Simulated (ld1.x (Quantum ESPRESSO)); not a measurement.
**Reading a pseudo-wave (oxygen (O))**

Columns: radius, all-electron u(r) and pseudo u(r) of the 2p shell (level -9.53 eV) of oxygen in the configuration [He] 2s1 2p5; PW91, scalar-relativistic, TM scheme, ld1.x (Quantum ESPRESSO) 7.5.

```csv
r (bohr),all-electron,pseudo
0.105,0.1125,0.0322
0.210,0.3115,0.1240
0.315,0.4988,0.2618
0.420,0.6453,0.4255
0.525,0.7480,0.5914
0.630,0.8112,0.7372
0.735,0.8421,0.8462
0.840,0.8480,0.9098
0.945,0.8360,0.9289
1.050,0.8114,0.9108
1.155,0.7785,0.8671
1.260,0.7406,0.8091
1.365,0.6999,0.7465
1.470,0.6580,0.6857
1.575,0.6161,0.6301
1.680,0.5750,0.5807
1.785,0.5352,0.5368
1.890,0.4970,0.4973
1.995,0.4607,0.4608
2.100,0.4265,0.4265
2.205,0.3942,0.3942
2.310,0.3641,0.3641
2.415,0.3359,0.3359
2.520,0.3097,0.3097
2.625,0.2854,0.2854
2.730,0.2629,0.2629
```

(1) How many radial nodes do the two functions have?

(2) At about which radius was the pseudo-wave matched?

(3) Is the pseudo-wave norm-conserving?

Results:

(1) The all-electron 2p function has n − l − 1 = 0; the pseudo-wave has 0.

(2) 2.10 bohr. The columns agree to 0.0005 from 1.89 bohr on; several derivatives are matched, so the curves merge somewhat inside the radius.

(3) Yes: the TM scheme keeps the norm inside the radius equal to the all-electron one, which fixes the energy derivative of the logarithmic derivative at the level.
